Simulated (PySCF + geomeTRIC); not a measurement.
All values below come from B3LYP-D3(BJ)/def2-TZVP (PySCF + geomeTRIC). fastk is a local helper that only speeds up exchange builds. No frequencies were computed at this level.

```python
import json, numpy as np
from pyscf import gto, dft
from fastk import lowrank_exchange
atoms = """
C     -1.056549    -0.121978     0.139086
C      0.274990     0.237430    -0.219606
O      0.580199     1.115033    -1.008777
O      1.212692    -0.504295     0.412091
H     -1.226786    -0.913353     0.844678
H     -1.880273     0.406699    -0.300747
H      2.095729    -0.219535     0.133276
"""
def scf(charge, spin, dm0=None):
    mol = gto.M(atom=atoms, basis='def2-tzvp', ecp={}, charge=charge, spin=spin, verbose=3, max_memory=3780)
    mf = dft.KS(mol, xc='b3lyp').density_fit(auxbasis="def2-universal-jkfit")
    mf.disp = 'd3bj'
    mf.grids.level = 3
    mf.conv_tol = 1e-8
    mf.max_cycle = 60
    mf.kernel(dm0)
    if not mf.converged:
        mf = mf.newton().run(mf.mo_coeff, mf.mo_occ).undo_soscf()
    return mf
mf = scf(0, 1)
lowrank_exchange(mf)  # same exchange matrices as the stock routine, built faster for response steps
mo, _, stable, _ = mf.stability(return_status=True)
if not stable:
    mf.kernel(mf.make_rdm1(mo, mf.mo_occ))
del mf.get_jk
from pyscf.geomopt.geometric_solver import kernel as optimize
path = []
done, mol = optimize(mf, maxsteps=80, assert_convergence=False, callback=lambda env: path.append((env["energy"], bool(env["g_scanner"].converged))))
res = dict(converged=bool(done and path[-1][1]), energy=path[-1][0], path=[e for e, c in path], xyz=mol.atom_coords(unit="Angstrom").tolist(), nao=mol.nao)
json.dump(res, open("result.json", "w"))
```

Output:

```
converged SCF energy = -228.529367740179  <S^2> = 0.75816181  2S+1 = 2.0081452
<class 'pyscf.df.df_jk.DFUKS'> wavefunction is stable in the internal stability analysis
Geometry optimization cycle 1
converged SCF energy = -228.529367733507  <S^2> = 0.75816323  2S+1 = 2.0081466
cycle 1: E = -228.529367734  dE = -228.529  norm(grad) = 0.0231393
Geometry optimization cycle 2
converged SCF energy = -228.529753624754  <S^2> = 0.757959  2S+1 = 2.0079432
cycle 2: E = -228.529753625  dE = -0.000385891  norm(grad) = 0.00882488
Geometry optimization cycle 3
converged SCF energy = -228.529866479517  <S^2> = 0.7576746  2S+1 = 2.0076599
cycle 3: E = -228.52986648  dE = -0.000112855  norm(grad) = 0.00425466
Geometry optimization cycle 4
converged SCF energy = -228.529880765998  <S^2> = 0.75773999  2S+1 = 2.0077251
cycle 4: E = -228.529880766  dE = -1.42865e-05  norm(grad) = 0.00325276
Geometry optimization cycle 5
converged SCF energy = -228.529900716677  <S^2> = 0.75771529  2S+1 = 2.0077005
cycle 5: E = -228.529900717  dE = -1.99507e-05  norm(grad) = 0.000819939
Geometry optimization cycle 6
converged SCF energy = -228.529902061775  <S^2> = 0.75769492  2S+1 = 2.0076802
cycle 6: E = -228.529902062  dE = -1.3451e-06  norm(grad) = 0.000371754
Geometry optimization cycle 7
converged SCF energy = -228.529902182016  <S^2> = 0.75768819  2S+1 = 2.0076735
cycle 7: E = -228.529902182  dE = -1.20241e-07  norm(grad) = 0.000125212
<class 'geometric.internal.Distance'> : 6
<class 'geometric.internal.Angle'> : 5
<class 'geometric.internal.OutOfPlane'> : 2
<class 'geometric.internal.Dihedral'> : 6
<class 'geometric.internal.TranslationX'> : 1
<class 'geometric.internal.TranslationY'> : 1
<class 'geometric.internal.TranslationZ'> : 1
<class 'geometric.internal.RotationA'> : 1
<class 'geometric.internal.RotationB'> : 1
<class 'geometric.internal.RotationC'> : 1
Step    0 : Gradient = 8.746e-03/1.724e-02 (rms/max) Energy = -228.5293677335
Step    1 : Displace = 2.917e-02/4.882e-02 (rms/max) Trust = 1.000e-01 (=) Grad = 3.335e-03/5.453e-03 (rms/max) E (change) = -228.5297536248 (-3.859e-04) Quality = 0.653
Step    2 : Displace = 1.667e-02/2.881e-02 (rms/max) Trust = 1.000e-01 (=) Grad = 1.608e-03/3.095e-03 (rms/max) E (change) = -228.5298664795 (-1.129e-04) Quality = 0.668
Step    3 : Displace = 7.315e-03/1.074e-02 (rms/max) Trust = 1.000e-01 (=) Grad = 1.229e-03/2.105e-03 (rms/max) E (change) = -228.5298807660 (-1.429e-05) Quality = 0.297
Step    4 : Displace = 5.264e-03/1.058e-02 (rms/max) Trust = 1.000e-01 (=) Grad = 3.099e-04/5.183e-04 (rms/max) E (change) = -228.5299007167 (-1.995e-05) Quality = 0.853
Step    5 : Displace = 1.703e-03/2.875e-03 (rms/max) Trust = 1.414e-01 (+) Grad = 1.405e-04/2.603e-04 (rms/max) E (change) = -228.5299020618 (-1.345e-06) Quality = 0.820
Step    6 : Displace = 2.934e-04/5.692e-04 (rms/max) Trust = 2.000e-01 (+) Grad = 4.733e-05/1.057e-04 (rms/max) E (change) = -228.5299021820 (-1.202e-07) Quality = 0.730
Converged! =D
```

Cost: about 4 core-minutes (a rough figure).
